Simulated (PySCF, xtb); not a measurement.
C2BrClF2, SMILES F/C(Cl)=C(\F)Br.

GFN2-xTB (xtb) at its own geometry gives an orbital gap of 3.99 eV and a dipole moment of 1.34 D.

Coordinates come from a TPSSh-D3(BJ)/def2-SVP optimisation.

Task: What does ωB97X/def2-TZVP in PySCF give? (Estimate from the structure and the level; the computed values follow.)

Result: gap 11.38 eV (levels -9.63 and 1.75 eV), dipole 0.98 D.
